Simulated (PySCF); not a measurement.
System: C$_{2}$H$_{2}$Cl$_{3}$, net charge 0, doublet state. It need not be the lowest isomer of its formula. SMILES: Cl[CH]C(Cl)Cl
Structure (B3LYP-D3(BJ)/def2-TZVP (Ansatz) minimum search):
```xyz
7

C     -1.0215    -0.2834     0.1131
C      0.4209    -0.0936     0.2327
Cl     1.2519    -1.6760     0.2318
Cl     1.0672     0.9446    -1.1385
Cl    -2.0635     0.8976     0.7517
H     -1.4471    -0.9971    -0.5746
H      0.7059     0.4345     1.1350
```
Charge 0, spin multiplicity 2.

Dispersion corrections to the total energy (kcal/mol) from the dftd3 and dftd4 libraries through PySCF: D3(BJ) without and D4 with the three-body term, each with the damping fitted for the functional named.

```json
[
 {"functional": "r2SCAN", "D3(BJ)": "-1.36", "D4": "-1.17"},
 {"functional": "B2PLYP", "D3(BJ)": "?", "D4": "-3.48"},
 {"functional": "PBE", "D3(BJ)": "-4.93", "D4": "-4.95"},
 {"functional": "revPBE", "D3(BJ)": "-12.34", "D4": "?"},
 {"functional": "BHLYP", "D3(BJ)": "-7.21", "D4": "?"},
 {"functional": "HF", "D3(BJ)": "-35.70", "D4": "-17.24"},
 {"functional": "LC-wPBE", "D3(BJ)": "-4.94", "D4": "-5.54"}
]
```

Problem. Fill in the missing entries.

Solution. 
- B2PLYP, D3(BJ): -4.32
- revPBE, D4: -14.84
- BHLYP, D4: -6.20
